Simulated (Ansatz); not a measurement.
The cluster MoO3⁺, relaxed as a doublet with UKS B3LYP-D4/def2-TZVP in Ansatz, starting from the GFN2-xTB geometry. Force threshold 0.02 eV/Å.

In the def2 sets Mo takes a core potential; there is no spin–orbit coupling. The structure comes from a short search, and lower isomers may exist.

Start:

```csv
atom,x (Å),y (Å),z (Å)
Mo1,-0.0384,0.0477,0.4585
O2,1.0982,1.0936,-0.1779
O3,0.4248,-1.5009,0.0364
O4,-1.4846,0.3596,-0.3169
```

Estimate the energy that the relaxation releases and the steps that it takes.

8.7 kcal/mol, in 20 steps; 30 s on 4 threads of Arm Neoverse V2 on a shared host. The force fell under the threshold at step 5, but the optimiser went on and released 0.051 eV more. No frequencies were taken in this run, so the end may be a saddle point.

Does the start keep its bonding and symmetry?

By distances, no bond broke or formed. The bond that changes most is Mo1–O3, from 1.67 to 1.84 Å (atoms count from 1). Point group C3v at the start, Cs at the end, both within 0.05 Å.

Predict the relaxed structure.


```tsv
atom	x (Å)	y (Å)	z (Å)
Mo1	-0.0583	0.1088	0.4984
O2	1.0888	1.1056	-0.1855
O3	0.4521	-1.5868	0.0126
O4	-1.4826	0.3724	-0.3256
```
Bond lengths: 3 × Mo–O 1.67 to 1.84 Å.
